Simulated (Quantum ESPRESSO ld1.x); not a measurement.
The numbers below are computed, except where a source is named.
The nuclear charge of neutral calcium is varied continuously with 20 electrons held in [Ar] 4s2. Code: ld1.x of Quantum ESPRESSO 7.5. Model: scalar-relativistic Kohn-Sham, LDA (Slater exchange, VWN5 correlation), spin-polarised, spherical densities, point nucleus. By the Hellmann-Feynman theorem dE/dZ = E(electron-nucleus)/Z, the electronic potential at the nucleus. The scalar-relativistic energy here is not variational (the density holds large components alone), so the two differ by a part that grows with Z.

[
 {"Z": "19.5", "E (hartree)": "-638.9914", "E(electron-nucleus)/Z (hartree)": "-78.0755", "HOMO": "4s", "e(HOMO) (eV)": "-1.091", "<r> HOMO (bohr)": "4.764"},
 {"Z": "19.75", "E (hartree)": "-658.6821", "E(electron-nucleus)/Z (hartree)": "-79.3784", "HOMO": "4s", "e(HOMO) (eV)": "-2.377", "<r> HOMO (bohr)": "4.312"},
 {"Z": "20", "E (hartree)": "-678.6985", "E(electron-nucleus)/Z (hartree)": "-80.6779", "HOMO": "4s", "e(HOMO) (eV)": "-3.863", "<r> HOMO (bohr)": "3.973"},
 {"Z": "20.25", "E (hartree)": "-699.0399", "E(electron-nucleus)/Z (hartree)": "-81.9752", "HOMO": "4s", "e(HOMO) (eV)": "-5.526", "<r> HOMO (bohr)": "3.705"},
 {"Z": "20.5", "E (hartree)": "-719.7059", "E(electron-nucleus)/Z (hartree)": "-83.2710", "HOMO": "4s", "e(HOMO) (eV)": "-7.353", "<r> HOMO (bohr)": "3.484"},
 {"Z": "20.75", "E (hartree)": "-740.6962", "E(electron-nucleus)/Z (hartree)": "-84.5657", "HOMO": "4s", "e(HOMO) (eV)": "-9.332", "<r> HOMO (bohr)": "3.297"},
 {"Z": "21", "E (hartree)": "-762.0107", "E(electron-nucleus)/Z (hartree)": "-85.8597", "HOMO": "4s", "e(HOMO) (eV)": "-11.457", "<r> HOMO (bohr)": "3.136"}
]

The central difference of E at Z = 20 is -80.716 hartree, to compare with the third column; the second derivative is -5.2 hartree.
